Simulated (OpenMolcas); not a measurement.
A run on Fe4+ with 6 ligands (oxide) in tetragonal octahedral coordination (D4h) at 1.96 Å, the axial distance 1.860 Å. A charge of +1.33 e stands 2.4 Å behind each ligand. Ligand basis ANO-RCC-VDZP.

- Program: OpenMolcas 26.06
- Method: SS-CASPT2, IPEA 0.25 Eh, imaginary shift 0.1 Eh (closed shells correlated: 3s 3p and the ligand valence shells)
- Basis: ANO-RCC-VTZP [6s5p3d2f1g]
- Scalar Hamiltonian: DKH2, point nucleus
- Active space: 4 electrons in 5 orbitals (3d)
- State averaging: 2S+1 = 5 even, 5 roots; 2S+1 = 3 even, 45 roots; 2S+1 = 1 even, 50 roots
- Spin-orbit coupling: RASSI with atomic mean-field integrals over the reference wave functions

First CASPT2 step and the start of its output:

```
&CASPT2
Multistate=5 1 2 3 4 5
NoMult
Frozen=5 6
IPEA=0.25
Imaginary=0.1
MaxIter=60
WThr=0.0 0.3 0.05
PrWF=0.5
NoMix
```

```
--- CASPT2 ---
Orbital specifications:
      -----------------------

      Symmetry species                           1   2
                                                ag  au
      Frozen orbitals                            5   6
      Inactive orbitals                         13  15
      Active orbitals                            5   0
      Secondary orbitals                        49  50
      Deleted orbitals                           0   0
      Number of basis functions                 72  71
Type of calculation                        SS-CASPT2
      Fock operator                              state-specific
      IPEA shift                                 0.25
      Real shift                                 0.00
      Imaginary shift                            0.10
      The input orbitals will be transformed to quasi-canonical
Reference energy:       -1724.1106516116
      E2 (Non-variational):      -2.1802908648
      Shift correction:          -0.0150018760
      E2 (Variational):          -2.1952927408
      Total energy:           -1726.3059443524
      Residual norm:              0.0000004022
      Reference weight:           0.48497
      Contributions to the CASPT2 correlation energy
      Active & Virtual Only:         -0.0479210255
      One Inactive Excited:          -0.3452951012
      Two Inactive Excited:          -1.7870747381
Reference energy:       -1724.0457113849
      E2 (Non-variational):      -2.1260056597
      Shift correction:          -0.0093983871
      E2 (Variational):          -2.1354040467
      Total energy:           -1726.1811154316
      Residual norm:              0.0000004105
      Reference weight:           0.50326
      Contributions to the CASPT2 correlation energy
      Active & Virtual Only:         -0.0363822464
...
```

Over all roots the printed reference weights run from 0.00 to 0.50, and roots that are degenerate in the reference spread by up to 13 cm-1.

Task: Did the run give usable levels, and if not, why?

Result: No. The equations converged, but the reference weight falls to 0.00 for at least one root against 0.50 for the best. A drop of that size marks an intruder state, so the energies of such roots and the levels built on them can't be trusted.
